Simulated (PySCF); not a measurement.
## Correlation energy of Ar (argon, neutral)

[Ar], closed-shell 1S. Computed with PySCF 2.14 in def2-TZVP, with no relativity, point nucleus. Frozen: [Ne]; 8 electrons correlated.

MP2 pair energies summed by pair of shells (mhartree):

```
 pair   energy  share (%)
3p-3p  -150.17       73.9
3s-3p   -44.66       22.0
3s-3s    -8.40        4.1
```

Total MP2 correlation energy: -203.23 mhartree.

Same-spin part -51.60 and opposite-spin part -151.64 mhartree; SCS-MP2 scales them by 1/3 and 6/5 to -199.16 mhartree.

| level | correlation energy (mhartree) |
| --- | --- |
| CCSD | -222.30 |
| (T) | -6.76 |
| CCSD(T) | -229.06 |

Diagnostics: T1 = 0.0020, D1 = 0.0029, largest double amplitude 0.050.

Task: Is a single reference adequate?

Result: Yes: T1 lies below 0.03 and no double amplitude reaches 0.07.
